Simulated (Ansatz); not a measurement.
In₃P₃⁺. Total charge 1; doublet. Geometry PBE-D4/def2-SVP, basis def2-TZVP, Ansatz.

```xyz
6

In   -2.176   -0.644    1.676
In    1.073    3.219   -0.600
In    2.099   -2.348   -1.387
P    -0.304   -1.939   -0.025
P     0.218    0.073   -0.229
P    -0.911    1.641    0.565
```

```json
{"run": "A", "HOMO (eV)": "-8.24", "LUMO (eV)": "-7.77"}
{"run": "B", "HOMO (eV)": "-8.51", "LUMO (eV)": "-7.73"}
{"run": "C", "HOMO (eV)": "-11.17", "LUMO (eV)": "-5.51"}
{"run": "D", "HOMO (eV)": "-9.05", "LUMO (eV)": "-7.18"}
```

In the def2 sets In takes a core potential; there is no spin–orbit coupling. LC-ωPBE has ω = 0.4 bohr⁻¹. Another isomer (doublet) lies 0.85 eV lower at PBE0-D4/def2-TZVP; other spin states weren't run for this one.

HOMO and LUMO are taken over both spins.

The runs used LC-ωPBE, PBE, PBE0, r2SCAN. Estimate which is which.

A PBE (0 % exact exchange); B r2SCAN (0 % exact exchange); C LC-ωPBE (range-separated); D PBE0 (25 % exact exchange). Exact exchange lowers occupied and raises empty levels; among semilocal functionals meta-GGAs tend to open the gap a little, and such runs are hard to tell apart. The gap grows from 0.47 eV (PBE) to 5.66 eV (LC-ωPBE).
